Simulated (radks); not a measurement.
Values are calculated unless marked as measured or tabulated.
F3+, configuration [He] 2s0.5 2p3.5 (fractional occupations, a model configuration). Code: a radial shooting solver on a logarithmic mesh with Libxc functionals. Model: non-relativistic Kohn-Sham, LDA (Slater exchange, Perdew-Wang correlation), spin-unpolarised, spherical densities, point nucleus. Some entries of the table are withheld. Estimate them.

orbital,occ.,eigenvalue (hartree),<r^2> (bohr^2),<1/r> (bohr^-1)
1s,2,-26.95749,(1),8.585
2s,0.5,(2),(3),(4)
2p,3.5,-2.63449,(5),1.554

Answer. 
(1) 1s <r^2> (bohr^2): 0.04230
(2) 2s eigenvalue (hartree): -3.29874
(3) 2s <r^2> (bohr^2): 0.9316
(4) 2s <1/r> (bohr^-1): 1.643
(5) 2p <r^2> (bohr^2): 0.8691
